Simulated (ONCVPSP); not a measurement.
**Ce, ONCV: configuration errors across variants**

```
Element                 : Ce
Generator               : ONCVPSP 4.0.1
Type                    : optimised norm-conserving Vanderbilt (ONCV)
Functional              : PBEsol
Relativity              : fully relativistic
Frozen core             : [Kr] 4d10
Valence charge          : 12
Reference configuration : 4f1 5s2 5p6 5d1 6s1 (charge +1)
Partial waves           : 5s+6s: rc 2.75 bohr, ncon 4, nbas 8, qcut 5.1 1/bohr, 3 projectors, debl 3.7 Ha; 5p: rc 2.00 bohr, ncon 3, nbas 7, qcut 3.9 1/bohr, 1 projector; 5d: rc 4.00 bohr, ncon 5, nbas 10, qcut 4.4 1/bohr, 2 projectors, debl 3.8 Ha; 4f: rc 1.55 bohr, ncon 4, nbas 9, qcut 13.1 1/bohr, 2 projectors, debl 2.3 Ha
Local potential         : polynomial inside 0.95 bohr (lpopt 5, dvloc0 0 Ha)
Core correction         : polynomial model core, fcfact 0.15
```

Open shells are filled in proportion to 2j + 1.

All-electron excitation energies from the reference (eV): (1) 4f1 5s2 5p6 5d1 6s2 -6.103; (2) 4f1 5s2 5p6 5d1 6s0 11.037; (3) 4f1 5s2 5p6 5d0 6s0 30.163.

A true bound ghost makes a file unfit for plane-wave use even where its test errors are small: the radial tests pick states by their node count and pass the ghost by.

Errors AE − PS in meV (a dash: test not solved or not reliable):

```csv
change,(1),(2),(3),bound ghosts,GHOST(+) flags above zero
base,-2.0,-5.5,+22,"s, p3/2, p1/2",d3/2
p: rc 1.58,-2.1,-5.8,+21,"s, p3/2, p1/2",d3/2
p: rc 1.74,-2.1,-5.7,+21,"s, p3/2, p1/2",d3/2
p: rc 1.86,-2.0,-5.6,+21,"s, p3/2, p1/2",d3/2
p: rc 2.08,-2.0,-5.5,+22,"s, p3/2, p1/2",d3/2
p: rc 2.28,-2.0,-5.4,+23,"s, p3/2, p1/2",d3/2
p: rc 2.44,-2.0,-5.4,+24,"s, p3/2, p1/2",d3/2
p: rc 2.62,-2.0,-5.4,+25,"s, p3/2, p1/2",d3/2
p: rc 2.74,-2.0,-5.3,+25,"s, p3/2, p1/2",d3/2
p: rc 2.96,-2.0,-5.4,+24,"s, p3/2, p1/2",d3/2
```

Give the same row for: p: rc 1.38.

-2.1, -5.8, +21; bound ghosts: s, p3/2, p1/2; GHOST(+) flags above zero: d3/2.
